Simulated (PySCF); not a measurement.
A structure optimised at PBE-D3(BJ)/def2-SVP, used in a PySCF frequency run:

```
Y
Cl 1 2.4432
Cl 1 2.4432 2 120.00
Cl 1 2.4432 2 120.00 3 180.00
```

Write its SMILES, formula and point group.

[Cl][Y]([Cl])[Cl], Cl3Y, D3h

What are its rotational constants (standard atomic weights)?

1.5922, 1.5922, 0.79611 GHz
